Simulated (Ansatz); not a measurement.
Start from `CNBCl` and change one atom or group to get `CNBO`.

Ansatz, PBE0-D4/def2-TZVP geometries, multiplicity 1. Each molecule was computed in one conformer, which needn't be the lowest.

```json
{"property": "HOMO–LUMO gap (ωB97M-V/def2-TZVPP) / eV", "`CNBCl`": "12.21"}
{"property": "HOMO–LUMO gap (PBE0/def2-TZVPP) / eV", "`CNBCl`": "8.05"}
{"property": "size of the dipole moment (ωB97M-V/def2-TZVPP) / D", "`CNBCl`": "2.84"}
{"property": "size of the dipole moment (PBE/def2-TZVPP) / D", "`CNBCl`": "2.87"}
{"property": "LUMO energy (PBE0/def2-TZVPP) / eV", "`CNBCl`": "0.24"}
{"property": "LUMO energy (ωB97M-V/def2-TZVPP) / eV", "`CNBCl`": "2.13"}
```

**Question.** Give the same properties after the change, and the shifts. (Best estimate.)

**Answer.** Computed: 
```csv
property,`CNBO`,shift
HOMO–LUMO gap (ωB97M-V/def2-TZVPP) / eV,11.99,-0.22
HOMO–LUMO gap (PBE0/def2-TZVPP) / eV,8.36,0.31
size of the dipole moment (ωB97M-V/def2-TZVPP) / D,0.56,-2.28
size of the dipole moment (PBE/def2-TZVPP) / D,0.53,-2.34
LUMO energy (PBE0/def2-TZVPP) / eV,1.26,1.02
LUMO energy (ωB97M-V/def2-TZVPP) / eV,2.54,0.41
```

With PBE0 the HOMO rises by 0.70 eV and the LUMO rises by 1.02 eV, so the gap widens by about 0.32 eV. PBE moves the HOMO by 0.76 eV and ωB97M-V by 0.63 eV. The zero-point energy changes by 35.4 kJ/mol with +3 modes. Dipoles are sizes alone; their direction can turn.
